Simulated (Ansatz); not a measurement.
trans-[VF2(H2O)4]+ (VO4F2H8⁺): single points at one geometry.

```yaml
crystal:
  periodic: [false, false, false]
  atoms:
    - {symbol: V, position_ang: [-0.000059, -0.000063, 0.000169]}
    - {symbol: F, position_ang: [-0.004206, 0.024333, 1.803515]}
    - {symbol: F, position_ang: [0.004999, -0.023687, -1.803261]}
    - {symbol: O, position_ang: [2.105018, -0.034803, 0.001564]}
    - {symbol: H, position_ang: [2.500542, -0.469162, -0.781210]}
    - {symbol: H, position_ang: [2.504580, -0.457325, 0.788686]}
    - {symbol: O, position_ang: [-2.105121, 0.034642, -0.009229]}
    - {symbol: H, position_ang: [-2.497275, 0.449315, -0.804278]}
    - {symbol: H, position_ang: [-2.507765, 0.476942, 0.765369]}
    - {symbol: O, position_ang: [-0.033162, 2.100875, -0.024686]}
    - {symbol: H, position_ang: [0.362749, 2.528619, -0.810955]}
    - {symbol: H, position_ang: [0.352351, 2.542863, 0.758912]}
    - {symbol: O, position_ang: [0.032880, -2.100933, 0.032553]}
    - {symbol: H, position_ang: [-0.359324, -2.550361, -0.743412]}
    - {symbol: H, position_ang: [-0.356208, -2.521254, 0.826253]}
basis:
  gaussian: {orbitals: def2-TZVP, initial_orbitals: start.molden}
total_charge: 1
magnetization: {spin_polarized: true, initial_magnetization: 2}
hamiltonian: {xc: pbe0, dispersion: d4}
scf: {omitted_lower_state_checks: [starts]}
output: {forces: true, orbitals: {seedname: orbitals}}
```

The file start.molden holds the orbitals of an earlier run on this structure, at another level or in another basis.

```sh
$ ansatz run in.yaml --threads 4 --pin off --events-out ev --progress --plain --max-ram 8704MiB
```

Shortened log:

```
Functional definition: PBE0
1775 factors; their error is unknown
mean field evaluation 1: about -39418.6550 eV, gradient 1.7e2 eV
mean field evaluation 2: about -39425.9363 eV, gradient 7.9e0 eV
mean field evaluation 4: about -39426.3779 eV, gradient 2.3e-2 eV
mean field evaluation 8: about -39426.4829 eV, gradient 1.9e-3 eV
mean field evaluation 16: about -39426.4829 eV, gradient 1.6e-6 eV
mean field -39426.48286950 eV, -1448.8965212243 hartree, gradient 1.5e-7 eV, S^2 2.006613; 0 other end points of the search recorded, 0 dependent functions left out
reference -39426.48290499 eV, -1448.8965225283 hartree; 41, 39 occupied and 238, 240 virtual orbitals, 1775 factors
Total energy: -39426.69828629 eV, -1448.9044376451 hartree
Atom 0 at    -0.000059    -0.000063     0.000169 Å, force     0.000418     0.000093    -0.001241 eV/Å
Atom 1 at    -0.004206     0.024333     1.803515 Å, force    -0.000504     0.001358     0.097403 eV/Å
Atom 2 at     0.004999    -0.023687    -1.803261 Å, force    -0.000103    -0.001725    -0.096479 eV/Å
Atom 3 at     2.105018    -0.034803     0.001564 Å, force     0.438912    -0.691130     0.003647 eV/Å
Atom 4 at     2.500542    -0.469162    -0.781210 Å, force    -0.251990     0.345071     0.472737 eV/Å
Atom 5 at     2.504580    -0.457325     0.788686 Å, force    -0.256040     0.338846    -0.475986 eV/Å
Atom 6 at    -2.105121     0.034642    -0.009229 Å, force    -0.438332     0.691070    -0.015191 eV/Å
Atom 7 at    -2.497275     0.449315    -0.804278 Å, force     0.250037    -0.333243     0.482286 eV/Å
Atom 8 at    -2.507765     0.476942     0.765369 Å, force     0.257534    -0.350617    -0.466440 eV/Å
Atom 9 at    -0.033162     2.100875    -0.024686 Å, force     0.662653     0.552547    -0.000513 eV/Å
Atom 10 at     0.362749     2.528619    -0.810955 Å, force    -0.316589    -0.295837     0.473106 eV/Å
Atom 11 at     0.352351     2.542863     0.758912 Å, force    -0.309588    -0.302976    -0.472022 eV/Å
Atom 12 at     0.032880    -2.100933     0.032553 Å, force    -0.662896    -0.552602     0.011489 eV/Å
Atom 13 at    -0.359324    -2.550361    -0.743412 Å, force     0.314457     0.309119     0.466200 eV/Å
Atom 14 at    -0.356208    -2.521254     0.826253 Å, force     0.312032     0.290023    -0.478995 eV/Å
Dipole moment:    -0.000447    -0.000459    -0.000294 e Å
Checks for a lower state left out: starts
```

Hardware: 4 threads of Arm Neoverse V2 on a shared host. Wall time 54 s, peak host memory 1.9 GiB.

First input, but with `gaussian: {orbitals: def2-SVP, initial_orbitals: start.molden}`, `hamiltonian: {xc: {text: "exchange = 0.85*pbe_x + 0.15*exact_x\ncorrelation = pbe_c"}}`, `output: {orbitals: {seedname: orbitals}}` (abridged; 11 s):

```
Functional definition: unnamed
mean field -39405.96211798 eV, -1448.1423975153 hartree, gradient 3.2e-6 eV, S^2 2.007936
Total energy: -39405.96220407 eV, -1448.1424006791 hartree
Checks for a lower state left out: starts
```

As the first input, with `gaussian: {orbitals: 6-31G, initial_orbitals: start.molden}`, `hamiltonian: {xc: {name: B3LYP}, dispersion: d4}`, `output: {orbitals: {seedname: orbitals}}` (abridged; 6.5 s):

```
Functional definition: B3LYP
mean field -39434.97438834 eV, -1449.2085787856 hartree, gradient 6.7e-6 eV, S^2 2.005997
Total energy: -39435.37456708 eV, -1449.2232850832 hartree
Checks for a lower state left out: starts
```

As the first input, with `gaussian: {orbitals: def2-SVP, initial_orbitals: start.molden}`, `output: {orbitals: {seedname: orbitals}}` (abridged; 11 s):

```
Functional definition: PBE0
mean field -39406.27665772 eV, -1448.1539566375 hartree, gradient 8.8e-6 eV, S^2 2.007404
Total energy: -39406.49211443 eV, -1448.1618745256 hartree
Checks for a lower state left out: starts
```

Geometry: PBE-D4/def2-SVP.

The 6-31G sets use Cartesian d functions. B3LYP takes the VWN-RPA correlation.
